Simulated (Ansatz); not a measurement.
Molecule: C$_{2}$H$_{7}$GeO (charge 0, doublet). It need not be the lowest isomer of its formula. 
Structure (B3LYP-D3(BJ)/def2-TZVP (Ansatz, a quantum-chemistry and plane-wave program) minimum search):
```xyz
11

C      2.8783     0.1976    -0.4503
C      1.4774    -0.2767    -0.5447
O      0.6015     0.3051     0.3243
Ge    -1.1614    -0.0399     0.1599
H      2.9310     1.2847    -0.5563
H      3.4874    -0.2569    -1.2329
H      3.3350    -0.0516     0.5195
H      1.2562    -1.2944    -0.8621
H     -1.7799     0.5867     1.4127
H     -1.6686     0.6094    -1.1382
H     -1.3422    -1.5684     0.1148
```
Charge 0, spin multiplicity 2.

Basis-set convergence of Hartree-Fock and MP2 correlation energies (hartree) with Ansatz. Valence correlation only, unless marked. Open shells are spin-unrestricted. No spin-orbit coupling. Frozen are the shells of the preceding noble gas and the d and f shells that filled before the atom's block. Non-relativistic.

```csv
basis,functions,E(HF),"E(corr, MP2)"
aug-cc-pVDZ,168,-2229.98925,-0.57644
aug-cc-pVTZ,358,[?],[?]
```

Q: Complete the blanks.

A: 
- aug-cc-pVTZ, E(HF): -2230.10344
- aug-cc-pVTZ, E(corr, MP2): -0.69588
